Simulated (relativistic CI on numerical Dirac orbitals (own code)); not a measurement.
# Hyperfine structure of Kr XIII, mass number 85

Computed by Dirac-Coulomb-Breit CI, separate exchange-only KLI orbitals for each configuration, QED by a radiative potential, unscaled Slater integrals (own radial code, finite nucleus).

Configurations in the expansion (outside the closed core [Ne]): 3s²3p⁶3d⁶, 3s²3p⁵3d⁷, 3s²3p⁴3d⁸, 3s3p⁶3d⁷, 3s²3p⁶3d⁵4s, 3p⁶3d⁸, 3s²3p⁶3d⁵4p, 3s²3p⁶3d⁵4d, 3s3p⁵3d⁸, 3s²3p⁶3d⁴4s², 3s²3p⁶3d⁴4s4p, 3s²3p⁶3d⁵4f, 3s²3p⁶3d⁵5s, 3s²3p⁶3d⁴4p², 3s²3p⁶3d⁵5p, 3s²3p⁶3d⁵5d. Levels of other configurations are missing.

Nuclear spin I = 9/2, μ = -1.0055 μN, Q = 0.443 b (tables of Stone and Pyykkö). The electronic factors are computed for point nuclear moments, without core polarisation or the Bohr-Weisskopf and QED corrections.

```csv
Level,E (cm⁻¹),A (MHz),B (MHz)
3s²3p⁶3d⁶ ⁵D4,0.0,-393.9,1980
3s²3p⁶3d⁶ ⁵D3,5755.7,-283.5,474
3s²3p⁶3d⁶ ⁵D2,8632.8,-261,-422
3s²3p⁶3d⁶ ⁵D1,10727.0,-237.3,-670
3s²3p⁶3d⁶ ³P2,49087.7,-294.4,-216
3s²3p⁶3d⁶ ³H6,56830.7,-644.1,-1060
3s²3p⁶3d⁶ ³H5,58064.5,-623.3,86.3
3s²3p⁶3d⁶ ³F3,60967.9,-666.9,756
```

Levels with J = 0, under 50 % of one LS term, or S terms without an open s electron are left out. Small factors come from cancelling terms and can be off by tens of per cent or more.

At this charge energies of transitions that change n are usually good to better than 1 %, and those within a shell (Δn = 0) to a few per cent. Terms inside the open d or f shell come out 10 to 20 % too wide with unscaled integrals.

Problem. Give the hyperfine levels of 3s²3p⁶3d⁶ ⁵D4 relative to its centre of gravity.

Solution. With K = F(F + 1) − I(I + 1) − J(J + 1), E = AK/2 + B[¾K(K + 1) − I(I + 1)J(J + 1)]/[2I(2I − 1)J(2J − 1)]: F = 1/2: 9571, F = 3/2: 8795, F = 5/2: 7531, F = 7/2: 5823, F = 9/2: 3733, F = 11/2: 1340, F = 13/2: -1258, F = 15/2: -3948, F = 17/2: -6596 MHz.

LS names give the leading component of a level, which can be under half, so a name can repeat, a term be missing and a line seem to break the LS rules.
